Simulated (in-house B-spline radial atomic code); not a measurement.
Settings and results of a run for the manganese ion Mn³⁺. All numbers are computed (non-relativistic M06-2X, spin-polarised, spherical fractional occupations, exact exchange averaged over the configuration; point nucleus) with an all-electron radial atomic-structure program (B-spline basis), not measured.

Command:
```bash
python run_scf.py task.json out
```
Settings:
```
Z                25
configuration    [Ar] 3d4
hamiltonian      nr
method           m062x
spin_polarised   True
exact_exchange   averaged over the configuration
```

Output (hartree, bohr):
```
 radial grid: 47 intervals, B-splines of order 8, outer radius 18.6486 bohr

 iter        energy (Eh)    residual
    1       -1148.899621    7.87e-02
    2       -1148.910154    3.55e-03
    3       -1148.910273    1.48e-03
    4       -1148.910287    8.03e-04
    5       -1148.910293    1.35e-04
    6       -1148.910293    4.44e-05
    7       -1148.910293    1.33e-05
    8       -1148.910293    1.06e-06
    9       -1148.910293    9.34e-08

 total energy                     -1148.91029
 kinetic                            1148.0235
 electron-nucleus                  -2701.0742
 Hartree                             454.9931
 exact exchange                      -26.7962
 exchange-correlation                -24.0565

 orbital      occ     eigenvalue          <r>       <r^2>       <1/r>       <r^4>     <1/r^2>       r_max
 1s up      1.000      -238.6042    0.0616233  0.00509231      24.502 6.61964e-05      1209.6     0.04051
 1s down    1.000      -238.6049    0.0616226  0.00509215     24.5021 6.61898e-05     1209.61     0.04051
 2s up      1.000       -29.3094     0.282668   0.0942693     5.21817   0.0154895     111.845      0.2352
 2s down    1.000       -29.2068     0.281541   0.0934499     5.23796   0.0151756     112.599      0.2349
 2p up      3.000       -25.3739     0.248087   0.0756385     5.17469   0.0116429     36.7828       0.189
 2p down    3.000       -25.2868     0.246856   0.0747712     5.19254    0.011305     36.9893      0.1887
 3s up      1.000        -4.8359     0.853113    0.838008     1.65043     1.12498      16.744        0.74
 3s down    1.000        -4.6343     0.857371     0.84615     1.63309     1.15057     16.2278      0.7392
 3p up      3.000        -3.6730     0.889919    0.928497     1.53909     1.47039     5.21967       0.748
 3p down    3.000        -3.4211      0.90124     0.95347     1.51226     1.56801     5.00489      0.7493
 3d up      4.000        -1.7876      1.01524     1.27904     1.26088     3.48923     2.10944      0.7305
```

Run time, properties included: 0.52 s on 1 thread of Arm Neoverse N1, on a shared host.
